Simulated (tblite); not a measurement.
Start geometry of `F[C@H]([SiH2]CCl)[SiH2]C(F)(F)F` from a force field or distance geometry (Å):
```
atom  x, y, z in Å
F1    -0.0872   -1.4623   -1.6535
C2    -0.0729   -0.4977   -0.6537
Si3    1.6038   -0.6068    0.1538
C4     2.3631    1.0660    0.4935
Cl5    4.0484    0.9963   -0.0504
Si6   -1.4985   -0.8402    0.4729
C7    -2.5533    0.6751    0.7943
F8    -1.7791    1.7736    1.1038
F9    -3.3944    0.3366    1.8477
F10   -3.3398    0.8964   -0.3138
H11   -0.1828    0.4814   -1.1250
H12    1.6300   -1.4365    1.3574
H13    2.4874   -1.2582   -0.8194
H14    2.3909    1.2866    1.5721
H15    1.8596    1.8862   -0.0377
H16   -2.3865   -1.7889   -0.2202
H17   -1.0957   -1.4957    1.7176
```

What comes out of this run: tblite, GFN2-xTB geometry optimisation, gas phase?

```
atom  x, y, z in Å
F1    -0.0381   -2.3360   -1.2608
C2    -0.1443   -1.0342   -0.7509
Si3    1.6529   -0.5685   -0.1874
C4     1.7249    1.2104    0.4904
Cl5    3.4530    1.5609    0.7815
Si6   -1.5869   -1.0596    0.5014
C7    -1.8668    0.8138    0.9762
F8    -1.1751    1.1739    2.0782
F9    -3.1527    1.1074    1.2323
F10   -1.4722    1.6676    0.0042
H11   -0.4243   -0.4226   -1.6176
H12    2.0379   -1.5118    0.8632
H13    2.5025   -0.6713   -1.3744
H14    1.2222    1.3434    1.4447
H15    1.3626    1.9683   -0.2004
H16   -2.8458   -1.4986   -0.0964
H17   -1.2568   -1.7311    1.7553
```

The energy falls by 17.1 kcal/mol over 147 L-BFGS steps, the largest force on an atom goes from 2.31 to 0.010 eV/Å, and the atoms move by 0.934 Å rms after alignment. The bond that changes most is Si6–C7 (SiH2 silicon to CF3 carbon), which lengthens by 0.079 Å. Bonds longer at the end by more than 0.005 Å: 6 of 16; shorter: 6. Among the angles that change most is C2–Si6–C7, from 112.9° to 104.8°. Among the dihedrals that turn most is H17–Si6–C7–F10, from -155° to 146°. Rotational constants go from 1417, 342.5, 304.7 to 962.8, 504.9, 361.6 MHz. The orientation of the end geometry is arbitrary; only internal coordinates are fixed.

On Arm Neoverse N1, one thread (shared host), this took 2.8 s.

Its GFN2-xTB frequencies are all real (lowest 25 cm⁻¹). The numbers are those of one conformer. 3 starts were optimised and ended at 0.00, 0.61 and 1.28 kcal/mol (GFN2-xTB); the lowest of these is shown.

These are computed values.
